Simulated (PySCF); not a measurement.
Mayer bond orders and bond lengths

Compound: 1,1,1,3-tetrafluoropropane, C₃H₄F₄.
Numbering: `[F:1][CH2:2][CH2:3][C:4]([F:5])([F:6])[F:7]` (hydrogens: H8, H9 on C2; H10, H11 on C3)

Geometry (PBE0-D3(BJ)/def2-SVP, Å), atoms numbered from 1 in this order:
```xyz
11
C3H4F4 angstrom
F      1.2197   -2.0579   -0.4399
C      1.0512   -0.7266   -0.1728
C     -0.4302   -0.4219   -0.0847
C     -0.7187    1.0228    0.2206
F     -0.1711    1.3973    1.3846
F     -2.0299    1.2488    0.3030
F     -0.2274    1.8349   -0.7245
H      1.5231   -0.1349   -0.9747
H      1.5542   -0.4849    0.7779
H     -0.9241   -0.6731   -1.0348
H     -0.8919   -1.0303    0.7065
```

Bond orders from the PBE0/pcSseg-1 density (PySCF). The structure is a single PBE0-D3(BJ)/def2-SVP conformer in the gas phase; no vibrational or solvent corrections.

(1) How far do the computed orders between heavy atoms stray from the drawn ones?

(2) Give the Mayer order of every bond, beside its length.

Answers

(1) The largest departure is 0.106, at F1–C2 (drawn single, 0.894).

(2) 
```csv
bond,drawn as,length (Å),Mayer order
F1–C2,single,1.368,0.894
C2–C3,single,1.515,1.016
C3–C4,single,1.505,1.013
C4–F5,single,1.340,0.999
C4–F6,single,1.333,1.009
C4–F7,single,1.339,1.000
C2–H8,single,1.103,0.948
C2–H9,single,1.102,0.948
C3–H10,single,1.100,0.927
C3–H11,single,1.100,0.927
```

By pair of heavy elements: C–F: lowest F1–C2 (0.894, 1.368 Å), highest C4–F6 (1.009, 1.333 Å). C–C: all 2 within 0.02 of one another (1.013 to 1.016).

Question: Sum the orders of all bonds at each heavy atom with more than one neighbour and set the sums beside the valence in the SMILES.

Answer: C2 3.806 (drawn 4), C3 3.883 (drawn 4), C4 4.021 (drawn 4). Orders between atoms that aren't bonded are not in these sums.

The Mayer order sums products of elements of PS (density times overlap matrix) between the two atoms' basis functions, so it depends on the basis set.
